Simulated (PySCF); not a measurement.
Choosing a molecule for a target property.

All species are isolated and taken at one optimised geometry, non-relativistic unless stated. Electronic properties by PySCF.

The conformers computed, where there is a choice (atom-mapped SMILES and torsion angles):
- `[CH3:1][CH2:2][c:3]1[cH:4][p:5][cH:6][cH:7][n:8]1`: C1–C2–C3–C4 -85°
- `[CH3:1][c:2]1[cH:3][c:4]([CH2:5][F:6])[nH:7][c:8]1[F:9]`: C3–C4–C5–F6 -118°
- `[CH3:1][S:2]/[CH:3]=[CH:4]\[C:5]([C:6]#[N:7])=[CH:8]/[SiH3:9]`: C1–S2–C3–C4 180°, C3–C4–C5–C6 -1°

Task: Wanted: dipole moment between 1 D and 3 D (PBE0/pcSseg-1) and HOMO–LUMO gap below 6 eV (PBE0/pcSseg-1), at GFN2-xTB geometries. Which candidate meets both?
A. `Clc1ccc2ccccc2c1`
B. `c1nc(CC)cpc1`
C. `CS/C=C\C(C#N)=C/[SiH3]`
D. `c1c(c([nH]c1CF)F)C`

Result: A. Computed values:
| species | dipole moment | HOMO–LUMO gap |
| --- | --- | --- |
| c1nc(CC)cpc1 | 0.53 D | 5.36 eV |
| c1c(c([nH]c1CF)F)C | 1.46 D | 6.71 eV |
| Clc1ccc2ccccc2c1 | 1.93 D | 5.10 eV |
| CS/C=C\C(C#N)=C/[SiH3] | 4.37 D | 4.22 eV |
